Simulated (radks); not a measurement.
Polarisability of the chlorine ion Cl5+, [Ne] 3s2, at imaginary frequency. Method: non-relativistic Kohn-Sham, LB94 model potential, spin-polarised, spherical densities, point nucleus; computed with a radial shooting solver on a logarithmic mesh with Libxc functionals. Response by self-consistent Sternheimer equations with the Hartree and adiabatic LDA kernel.

| w (hartree) | alpha1(iw) (bohr^3) | alpha2(iw) (bohr^5) |
|---|---|---|
| 0.00266 | 2.741 | 3.062 |
| 0.0143 | 2.740 | 3.062 |
| 0.0360 | 2.734 | 3.060 |
| 0.0697 | 2.714 | 3.054 |
| 0.118 | 2.664 | 3.039 |
| 0.186 | 2.557 | 3.006 |
| 0.280 | 2.357 | 2.938 |
| 0.413 | 2.028 | 2.805 |
| 0.605 | 1.574 | 2.562 |
| 0.892 | 1.071 | 2.161 |
| 1.35 | 0.6358 | 1.598 |
| 2.12 | 0.3357 | 0.9757 |
| 3.59 | 0.1624 | 0.4640 |
| 6.94 | 0.07165 | 0.1576 |
| 17.5 | 0.02139 | 0.03067 |

Static values: alpha1 = 2.741 bohr^3 (0.4062 angstrom^3; uncoupled 4.597), alpha2 = 3.062 bohr^5, alpha3 = 5.513 bohr^7. C6 = 4.096, C8 = 30.58, triple-dipole C9 = 8.180 atomic units. One-pole (London) frequency 4 C6 / (3 alpha1^2) = 0.727 hartree, against 3.584 for minus the highest occupied eigenvalue.
